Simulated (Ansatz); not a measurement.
C$_{2}$H$_{6}$GaNO, 11 atoms. Charge 0, multiplicity 1. Correlated methods include outer-core shells of Ga, which these sets cover unevenly. Scalar relativity is left out up to krypton. The bonds changed during the relaxation, so this is another structure than the one it started from. All runs use 4 threads of an Intel Xeon 6975P-C on a shared host. Correlated methods freeze the cores.

How many basis functions does each run have, and how long does it take in Ansatz? RHF-MP2/def2-QZVPP energy; RHF-CCSD(T)/def2-TZVPP energy; RKS PBE0-D4/def2-TZVP relaxation (10 steps); RKS PBE0-D4/def2-SVP energy; RHF-CCSD(T)/def2-SVP energy; direct RPA on PBE orbitals/def2-TZVPP energy; RKS ωB97M-V/def2-TZVPP energy and forces; RKS ωB97M-V/def2-SVP energy; RKS BLYP-D4/def2-TZVPP energy; RKS SPW92 (LDA)/def2-TZVPP energy; RKS PBE0-D4/def2-QZVPP energy; RKS ωB97M-V/def2-QZVPP energy. (Estimate.)

The calculation gave: Other jobs shared the machine, so times are rough.

```csv
level,job,functions,wall time,peak host memory (GiB)
RKS PBE0-D4/def2-SVP,energy,118,0.8 s,0.48
RKS SPW92 (LDA)/def2-TZVPP,energy,256,1.1 s,0.35
RKS BLYP-D4/def2-TZVPP,energy,256,1.6 s,0.35
RKS ωB97M-V/def2-SVP,energy,118,2.5 s,0.48
direct RPA on PBE orbitals/def2-TZVPP,energy,256,3.3 s,0.71
RHF-CCSD(T)/def2-SVP,energy,118,4.8 s,0.69
RKS PBE0-D4/def2-QZVPP,energy,497,5.5 s,2
RKS ωB97M-V/def2-TZVPP,energy and forces,256,7.5 s,1
RKS ωB97M-V/def2-QZVPP,energy,497,11 s,2.4
RHF-MP2/def2-QZVPP,energy,497,16 s,3.5
RKS PBE0-D4/def2-TZVP,relaxation (10 steps),208,29 s,0.64
RHF-CCSD(T)/def2-TZVPP,energy,256,55 s,6.5
```
